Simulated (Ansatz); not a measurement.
```yaml
crystal:
  periodic: [false, false, false]
  atoms:
    - {symbol: B, position_ang: [-1.262358, 0.908176, -0.146394]}
    - {symbol: Si, position_ang: [0.681987, 0.716890, -0.696163]}
    - {symbol: Si, position_ang: [0.741059, -1.226736, 0.576706]}
    - {symbol: Cl, position_ang: [-1.397951, -1.209498, 0.686031]}
    - {symbol: H, position_ang: [-2.132081, 0.834492, -0.962282]}
    - {symbol: H, position_ang: [-1.483501, 1.500975, 0.868652]}
    - {symbol: H, position_ang: [1.656672, 1.737394, -0.223922]}
    - {symbol: H, position_ang: [0.974811, 0.395704, -2.119885]}
    - {symbol: H, position_ang: [1.102441, -2.561076, 0.034174]}
    - {symbol: H, position_ang: [1.202021, -1.147421, 1.986181]}
basis:
  gaussian: {orbitals: def2-SVP, fitting: {mean_field: def2-universal-jkfit}}
hamiltonian: {xc: {name: PBEsol}}
output: {forces: true}
```

```sh
$ ansatz run in.yaml --threads 2 --pin off --events-out ev --progress --plain --max-ram 4352MiB
```

It prints (some lines left out):

```
Functional definition: PBEsol
567 factors; integrals over basis functions are off by at most 3.3e-1 eV
mean field evaluation 1: about -28971.4554 eV, gradient 3.2e1 eV
mean field evaluation 2: about -28967.4809 eV, gradient 4.5e1 eV
mean field evaluation 4: about -28975.4888 eV, gradient 2.7e0 eV
mean field evaluation 8: about -28975.5168 eV, gradient 4.8e-2 eV
mean field -28975.51680012 eV, -1064.8306020936 hartree, gradient 2.6e-5 eV, S^2 0.000000; 0 other end points of the search recorded, 0 dependent functions left out
reference -28975.51683715 eV, -1064.8306034544 hartree; 28, 28 occupied and 70, 70 virtual orbitals, 567 factors
Total energy: -28975.51683715 eV, -1064.8306034544 hartree
Atom 0 at    -1.262358     0.908176    -0.146394 Å, force     0.413063    -0.462443     0.027065 eV/Å
Atom 1 at     0.681987     0.716890    -0.696163 Å, force    -0.263437    -0.006705     0.151285 eV/Å
Atom 2 at     0.741059    -1.226736     0.576706 Å, force     0.176615     0.284294    -0.221285 eV/Å
Atom 3 at    -1.397951    -1.209498     0.686031 Å, force    -0.435805     0.061974    -0.005376 eV/Å
Atom 4 at    -2.132081     0.834492    -0.962282 Å, force    -0.400172     0.001278    -0.417728 eV/Å
Atom 5 at    -1.483501     1.500975     0.868652 Å, force    -0.081641     0.325470     0.466031 eV/Å
Atom 6 at     1.656672     1.737394    -0.223922 Å, force     0.267770     0.235514     0.120028 eV/Å
Atom 7 at     0.974811     0.395704    -2.119885 Å, force     0.091367    -0.103692    -0.350217 eV/Å
Atom 8 at     1.102441    -2.561076     0.034174 Å, force     0.096453    -0.356809    -0.134002 eV/Å
Atom 9 at     1.202021    -1.147421     1.986181 Å, force     0.135785     0.021118     0.364199 eV/Å
Dipole moment:     0.299885    -0.252913     0.077064 e Å
```

Run time 1.4 s (2 threads of an Arm Neoverse V1 on a shared host); peak host memory 0.44 GiB.
